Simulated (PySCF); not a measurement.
**How methods differ on the interval between two levels of Tl²⁺**

Tl²⁺ [Xe] 4f14 5d10 6s1 [2S1/2, M_J = 1/2] → Tl²⁺ [Xe] 4f14 5d9 6s2 [2D5/2, M_J = 5/2], as a difference of total energies. All numbers are calculated (PySCF 2.14, the two-component X2C-1e Hamiltonian, in x2c-TZVPall-2c (11s11p9d3f, 110 functions)). Correlated levels: [Kr] 4d10 4f14 frozen; the 24 highest virtual spinors dropped. "Screened" scales the spin-orbit matrix elements by Boettger's factors to mimic the two-electron term; Breit and QED terms are absent.

```
                    method  interval between two levels (cm⁻¹)
 GHF (screened spin-orbit)                               70490
GMP2 (screened spin-orbit)                               65243
```
